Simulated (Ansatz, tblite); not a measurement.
Isomers of SnS$_{2}$ (singlet), found by a short tight-binding search and relaxed with r2SCAN-D4/def2-TZVP in Ansatz.

In the def2 sets Sn takes a core potential; there is no spin–orbit coupling. The xTB rows come from tblite. LC-ωPBE has ω = 0.4 bohr⁻¹. Correlated methods freeze 14 core orbitals; core or outer-core shells of Sn are correlated, in sets that lack core-valence functions.

B: At CCSD(T)/def2-TZVPP T1 of the charge 0 singlet is large (up to 0.021), so the single-reference result is doubtful.

Other spin states were run for one of them alone.

A:

```xyz
3

Sn    1.422   -0.154    0.071
S    -0.787   -0.142    1.022
S    -0.634    0.296   -1.093
```

B:

```xyz
3

Sn    0.000    0.000    0.000
S     0.788   -1.347   -1.525
S    -0.789    1.347    1.525
```

**Question.** Estimate which lies lowest at each level, and how far above it the others are (kcal/mol).

**Answer.** 
| level | A | B |
| --- | --- | --- |
| GFN1-xTB | 0.0 | 17.7 |
| GFN2-xTB | 0.0 | 19.5 |
| HF/def2-TZVPP | 0.0 | 8.4 |
| PBE-D4/def2-TZVP | 0.0 | 11.4 |
| BLYP-D4/def2-TZVP | 0.0 | 10.9 |
| r2SCAN-D4/def2-TZVP | 0.0 | 9.1 |
| PBE0-D4/def2-TZVP | 0.0 | 11.7 |
| LC-ωPBE/def2-TZVP | 0.0 | 11.3 |
| MP2/def2-TZVPP | 0.0 | 9.0 |
| CCSD/def2-TZVPP | 0.0 | 9.6 |
| CCSD(T)/def2-TZVPP | 0.0 | 8.3 |
Point groups (tolerance 0.1 Å): A C2v, B D∞h. Lower isomers may exist.
